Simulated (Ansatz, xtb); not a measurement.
C5H10BF: which of two isomers lies lower

We compare I, `CC/C=C(/C)BF`, a singlet, with II, `FB1CCCCC1`, a singlet. Both are isolated molecules in the gas phase, relaxed with B3LYP/def2-SVP; the shapes shown needn't be the lowest conformers.

I (Å):

```yaml
atoms:
  - { symbol: C, position_ang: [-0.1686, -2.7905, 0.4583] }
  - { symbol: C, position_ang: [-0.8844, -1.7781, -0.4497] }
  - { symbol: C, position_ang: [-0.6412, -0.3568, -0.0297] }
  - { symbol: C, position_ang: [-0.0715, 0.6572, -0.7279] }
  - { symbol: C, position_ang: [0.0759, 2.0280, -0.0982] }
  - { symbol: B, position_ang: [0.4518, 0.4671, -2.1752] }
  - { symbol: F, position_ang: [0.9909, 1.5144, -2.8027] }
  - { symbol: H, position_ang: [0.9253, -2.6734, 0.3970] }
  - { symbol: H, position_ang: [-0.4163, -3.8236, 0.1677] }
  - { symbol: H, position_ang: [-0.4584, -2.6614, 1.5145] }
  - { symbol: H, position_ang: [-1.9735, -1.9668, -0.3944] }
  - { symbol: H, position_ang: [-0.5924, -1.9372, -1.4969] }
  - { symbol: H, position_ang: [-0.9726, -0.1409, 0.9993] }
  - { symbol: H, position_ang: [-0.3177, 2.0550, 0.9302] }
  - { symbol: H, position_ang: [-0.4531, 2.7976, -0.6859] }
  - { symbol: H, position_ang: [1.1327, 2.3439, -0.0675] }
  - { symbol: H, position_ang: [0.4229, -0.5641, -2.8031] }
```

II (Å):

```xyz
17

C     1.1260   -0.2473   -0.7274
C     1.4195   -0.6938    0.7192
C     0.8336    0.2512    1.7987
C    -0.4414    1.0206    1.3713
C    -1.3007    0.2738    0.3313
B    -0.4241   -0.0775   -0.9253
F    -0.9828   -0.2278   -2.1317
H     1.5697   -0.9342   -1.4681
H     1.5905    0.7416   -0.9256
H     0.9933   -1.7033    0.8559
H     2.5034   -0.8113    0.8851
H     0.6221   -0.3441    2.7031
H     1.5971    0.9871    2.1027
H    -1.0332    1.2736    2.2667
H    -0.1459    1.9907    0.9341
H    -2.2079    0.8416    0.0627
H    -1.6667   -0.6858    0.7534
```

Question: Which of the two would you expect CCSD(T)/def2-SVP + ΔMP2/def2-TZVPP electronic energies to favour?

Answer: Structure II; the calculation gives E(II) − E(I) = −20.1 kcal/mol.

The same difference at several levels:

```tsv
level	geometry	E(II) − E(I) (kcal/mol)	departure from the last row (kcal/mol)	job, with rough time for the two
GFN2-xTB	GFN2-xTB	−16.3	+3.7	optimisation, 0.3 s
HF/STO-3G	GFN2-xTB	−49.2	−29.1	single point, 0.4 s
r2SCAN-D4/def2-SVP	GFN2-xTB	−24.9	−4.8	single point, 4.1 s
B3LYP/def2-SVP	B3LYP/def2-SVP	−19.6	+0.4	optimisation, 56 s
HF/def2-SVP	B3LYP/def2-SVP	−19.5	+0.6	part of the CCSD(T) run
MP2/def2-SVP	B3LYP/def2-SVP	−23.3	−3.2	part of the CCSD(T) run
CCSD(T)/def2-SVP	B3LYP/def2-SVP	−21.4	−1.3	single point
CCSD(T)/def2-SVP + ΔMP2/def2-TZVPP	B3LYP/def2-SVP	−20.1		single point, 98 s
```

As drawn, II has 1 C–B, 1 C–C, 1 C–H in place of 1 C=C, 1 B–H. Structure I has no ring, II a 6-membered ring.

None of the levels shown reverses the order. The largest departure from CCSD(T)/def2-SVP + ΔMP2/def2-TZVPP is that of HF/STO-3G, 29.1 kcal/mol. The last row adds to CCSD(T) the change of the MP2 difference between the two basis sets, here +1.3 kcal/mol.

With thermal terms from frequencies at re-optimised GFN2-xTB minima (ideal gas, soft modes damped towards free rotors, one conformer each, 298.15 K, 1 atm): on the last row, ΔE + ΔZPE = −16.8, ΔH = −18.0, ΔG = −14.7 kcal/mol.

The correlated steps freeze 7 core orbitals. Programs: Ansatz 0.2.0, xtb 6.7.1; the last row on 4 threads of Arm Neoverse V1 on a shared host.
